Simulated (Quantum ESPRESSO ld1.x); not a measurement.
Values are calculated unless marked as measured or tabulated.
Problem. All-electron atom: Rb2.9+ in [Ar] 3d10 4s1.1 4p5 (fractional occupations, a model configuration). Code: ld1.x of Quantum ESPRESSO 7.5. Model: Dirac Kohn-Sham, LDA (Slater exchange, Perdew-Zunger correlation), spin-unpolarised, spherical densities, point nucleus; open shells are shared between the two j in proportion to 2j + 1.

Spin-orbit splittings of the eigenvalues, e(l+1/2) - e(l-1/2), with zeta = 2 splitting/(2l+1) and mean radii in bohr:

| shell | occ. | splitting (eV) | zeta (eV) | <r> j=l-1/2 | <r> j=l+1/2 |
|---|---|---|---|---|---|
| 2p | 6 | 60.68 | 40.45 | 0.1524 | 0.1564 |
| 3p | 6 | ? | ? | 0.5118 | 0.5223 |
| 3d | 10 | 1.559 | 0.6237 | 0.5216 | 0.5254 |
| 4p | 5 | 1.106 | 0.7374 | 1.550 | 1.578 |

Estimate the 3p splitting.

Solution. 9.154 eV (zeta = 6.103 eV).
